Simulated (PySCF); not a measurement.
A run for PySCF: R-HF/3-21G on C2H4OS (a complex), monomers drawn apart or pushed together.

```python
from pyscf import gto, scf, dft, mp
from pyscf.data.elements import chemcore

mol = gto.M(
    atom='''
    C     0.05611706    0.10762318    0.88784107
    O    -0.74108450    0.26186650    0.10879923
    C     0.06319593   -0.72439866    5.74335464
    S    -1.38125434    0.33884973    5.42284126
    H     0.59977694   -0.40117898    6.63263960
    H    -0.32998282   -1.72506803    5.91472565
    H     0.72726669   -0.74706833    4.88218063
    H    -0.70619022    1.48620366    5.24673111
    ''',
    basis='3-21g',
    charge=0, spin=0, verbose=3, max_memory=1800)
mf = scf.RHF(mol)
mf.conv_tol = 1e-8
mf.max_cycle = 100
mf.kernel()
if not mf.converged:
    mf = mf.newton().run(mf.mo_coeff, mf.mo_occ)
```

Program output:

```
converged SCF energy = -547.617950674656
```

Self-consistency was reached.

Cost: roughly 0.09 core-seconds.
